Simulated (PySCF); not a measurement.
C₂HBr₂Cl. Atoms are numbered in the order given.

```xyz
6

Cl    -1.8388    -0.2338     0.0000
C     -0.1454    -0.4610     0.0000
Br     0.4428    -2.2470     0.0000
C      0.7495     0.5338     0.0000
Br     0.2947     2.3388     0.0000
H      1.8193     0.3228     0.0000
```

Geometry optimised at PBE0-D3(BJ)/def2-SVP.

The numbers are results of B3LYP/pcSseg-1 run with PySCF, not measurements.

GIAO shieldings, no solvent; atoms alike by connectivity are averaged. δ = σ(ref) − σ: ³⁵Cl against HCl (σ = 933.3 ppm); ¹³C against TMS (σ = 181.3 ppm); ¹H against TMS (σ = 31.68 ppm), references at their B3LYP-D3(BJ)/def2-TZVP geometries, non-relativistic (without spin–orbit terms, shifts of atoms bonded to Cl or Br come out too high).

Computed chemical shifts:
```json
[
 {"nucleus": "³⁵Cl", "atoms": "Cl1", "count": "1", "δ (ppm)": "348.2"},
 {"nucleus": "¹³C", "atoms": "C2", "count": "1", "δ (ppm)": "148.9"},
 {"nucleus": "¹³C", "atoms": "C4", "count": "1", "δ (ppm)": "132.3"},
 {"nucleus": "¹H", "atoms": "H6", "count": "1", "δ (ppm)": "6.57"}
]
```
